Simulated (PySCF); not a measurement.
Excitation energy of Ge²⁺ by level of theory

Ge²⁺ [Ar] 3d10 4s2 (1S) → Ge²⁺ [Ar] 3d10 4s1 4p1 (3P), as a difference of total energies. All numbers are calculated (PySCF 2.14, scalar relativity by spin-free X2C-1e, in x2c-QZVPPall (11s8p5d4f1g, 97 functions)). Correlated levels: valence: [Ar] 3d10 frozen; valence and next inner shell: [Ne] frozen. The calculations carry no spin-orbit coupling.

| method | excitation energy (eV) |
| --- | --- |
| UHF | 6.411 |
| LDA | 8.486 |
| PBE | 8.224 |
| PBE0 | 7.844 |
| r2SCAN | 7.646 |
| wB97X | 8.398 |
| B2PLYP | 7.861 |
| r2SCAN0 | 7.479 |
| TPSSh | 7.803 |
| MP2 (valence) | 7.158 |
| SCS-MP2 (valence) | 7.370 |
| MP2 (valence and next inner shell) | 7.786 |
| SCS-MP2 (valence and next inner shell) | 7.894 |

**Question.** How much does correlation contribute at MP2 (valence and next inner shell)?

**Answer.** 7.786 − (6.411) = 1.375 eV, measured against UHF.

A first-order spin-orbit estimate (lowest level to lowest level, LS coupling) adds -0.179 eV.

The basis was made for the ground configuration and has no added diffuse functions, so the excitation energy can come out too high.
